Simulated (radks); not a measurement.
Question: Species: Ru II. Configuration: [Kr] 4d7. All-electron calculation, scalar-relativistic Kohn-Sham, Slater X-alpha with alpha = 0.891, spin-polarised, spherical densities, point nucleus; open shells are filled with parallel spins first (spin-orbit coupling, left out, can overturn this in heavy ions). Program: a radial shooting solver on a logarithmic mesh with Libxc functionals. Some entries of the table are withheld. Estimate them.

| orbital | occ. | eigenvalue (eV) | <r> (bohr) |
|---|---|---|---|
| 1s down | 1 | -22042.93 | 0.03340 |
| 1s up | 1 | -22042.92 | 0.03340 |
| 2s up | 1 | -3194.825 | 0.1453 |
| 2s down | 1 | -3194.251 | 0.1453 |
| 2p up | 3 | -2870.061 | 0.1265 |
| 2p down | 3 | -2869.615 | 0.1264 |
| 3s up | 1 | -574.5333 | 0.4006 |
| 3s down | 1 | -574.1198 | 0.4005 |
| 3p up | 3 | -466.8813 | 0.4001 |
| 3p down | 3 | -466.4296 | 0.4000 |
| 3d up | 5 | (1) | 0.3799 |
| 3d down | 5 | (2) | 0.3797 |
| 4s up | 1 | -88.3712 | (3) |
| 4s down | 1 | -85.4478 | (4) |
| 4p up | 3 | -58.2198 | 1.115 |
| 4p down | 3 | -55.1378 | 1.111 |
| 4d up | 5 | -15.8576 | 1.548 |
| 4d down | 2 | -12.7671 | 1.588 |

Answer: 
(1) 3d up eigenvalue (eV): -292.5988
(2) 3d down eigenvalue (eV): -291.9946
(3) 4s up <r> (bohr): 1.011
(4) 4s down <r> (bohr): 1.007
